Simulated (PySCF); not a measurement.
**CH10O2PSi3: g tensor and hyperfine couplings**

CH10O2PSi3 (doublet state).
Geometry (GFN2-xTB, Å), atoms numbered from 1 in this order:
```xyz
17
CH10O2PSi3 angstrom
O      3.9495   -1.2072    0.0994
C      3.1265   -0.1936   -0.2814
O      1.8429   -0.3004    0.1032
Si     0.7246    0.8521    0.3471
P     -0.9882   -0.3689    1.0150
Si    -1.4838   -1.5413   -0.8162
Si    -2.5139    1.2400    1.0058
H      3.3997   -1.9572    0.3628
H      3.5955    0.7763   -0.2843
H      1.1369    1.7826    1.4001
H      0.5390    1.6249   -0.8886
H     -1.5027   -0.7284   -2.0373
H     -2.8122   -2.1096   -0.5871
H     -0.4816   -2.5987   -0.9438
H     -2.1691    2.1601    2.0861
H     -2.5659    1.9814   -0.2570
H     -3.8044    0.5999    1.2461
```

The hyperfine couplings belong to this conformer and change with its torsions.

As a line formula: `O[CH]O[SiH2]P([SiH3])[SiH3]` [radical].

Theory: UKS B3LYP, pcH-1 on C H O P Si, non-relativistic, mean-field spin-orbit, GIAO (PySCF 2.14.0). One conformer (not necessarily the lowest) at the GFN2-xTB geometry, without solvent, vibrations or thermal averaging. The geometry wasn't refined by DFT: couplings that depend on bond lengths, twists or pyramidal angles can differ widely from those at the functional's own minimum. No stability test was run, so a lower SCF solution isn't excluded.

```
g1, g2, g3        : 2.00210, 2.00345, 2.00396
g_iso             : 2.00317
Form of g         : rhombic: the two nearest values differ by 27 % of g3 − g1
⟨S²⟩              : 0.7526 (exact 0.7500)
α and β electrons : 45, 44
```

Hyperfine couplings atom by atom, in MHz; T1 to T3 are the principal values of the dipolar part; ρ(0) is the spin density at the nucleus:

| atom | isotope | a_iso | of which spin–orbit | T1 | T2 | T3 | Mulliken spin population | ρ(0) (bohr⁻³) |
| --- | --- | --- | --- | --- | --- | --- | --- | --- |
| O1 | 17O | -25.9 | 0.1 | -61.3 | 29.1 | 32.1 | 0.11 | 0.0428 |
| C2 | 13C | 254.3 | 0.0 | -75.2 | -74.3 | 149.5 | 0.82 | 0.2262 |
| O3 | 17O | -33.2 | 0.0 | -34.9 | 17.1 | 17.8 | 0.05 | 0.0548 |
| Si4 | 29Si | -8.8 | 0.0 | -4.1 | 1.7 | 2.4 | 0.01 | 0.0099 |
| P5 | 31P | 6.8 | 0.0 | -0.9 | -0.2 | 1.1 | 0.00 | 0.0038 |
| Si6 | 29Si | -0.7 | 0.0 | -0.2 | 0.0 | 0.2 | 0.00 | 0.0008 |
| Si7 | 29Si | -0.4 | 0.0 | -0.2 | 0.1 | 0.1 | 0.00 | 0.0005 |
| H8 | 1H | -12.1 | 0.0 | -13.0 | -8.5 | 21.5 | 0.00 | -0.0027 |
| H9 | 1H | 6.9 | 0.0 | -32.6 | -3.4 | 36.0 | -0.01 | 0.0015 |
| H10 | 1H | 5.1 | 0.0 | -2.1 | -1.8 | 3.9 | 0.01 | 0.0011 |
| H11 | 1H | 3.4 | 0.0 | -2.3 | -1.9 | 4.2 | 0.01 | 0.0008 |
| H12 | 1H | -0.1 | 0.0 | -0.7 | -0.6 | 1.4 | 0.00 | 0.0000 |
| H13 | 1H | 1.0 | 0.0 | -0.4 | -0.3 | 0.7 | 0.00 | 0.0002 |
| H14 | 1H | 0.3 | 0.0 | -1.0 | -0.9 | 1.9 | 0.00 | 0.0001 |
| H15 | 1H | 0.3 | 0.0 | -0.3 | -0.3 | 0.7 | 0.00 | 0.0001 |
| H16 | 1H | 0.2 | 0.0 | -0.4 | -0.4 | 0.7 | 0.00 | 0.0000 |
| H17 | 1H | 0.0 | 0.0 | -0.2 | -0.2 | 0.5 | 0.00 | 0.0000 |

The largest Mulliken spin populations are on C2 (+0.82) and O1 (+0.11). No atom but C2 exceeds +0.15. The angles at C2 add up to 349.3°, so it is slightly pyramidal.

Axes: g2 points within 11° of the O1–C2 bond and g3 points within 15° of the O1–H8 bond.

Under fast tumbling the dipolar parts average out, and these isotropic splittings remain: 1 × 1H (H8, I = 1/2, 2 lines) with 0.43 mT, 1 × 1H (H9, I = 1/2, 2 lines) with 0.24 mT, 1 × 31P (P5, I = 1/2, 2 lines) with 0.24 mT and 2 × 1H (H10/H11, I = 1/2, 3 lines) with 0.15 mT.

Nuclei that the bonding pattern makes equivalent are averaged, as if the motion that swaps them (rotation, inversion, ring flip) were fast.

The 17O coupling of O3 (-33.2 MHz) shows only in satellite lines or after enrichment, since that isotope makes up about 0.038 % of natural oxygen.

The 13C coupling of C2 (254.3 MHz) shows only in satellite lines or after enrichment, since that isotope makes up about 1.07 % of natural carbon.

Hardware: one thread, Arm Neoverse V2 (aarch64), shared host with 96 logical CPUs at a one-minute load of 34. Cost: 2.3 min wall (with the writing of density and orbital grids), 1.1 GiB resident at most.
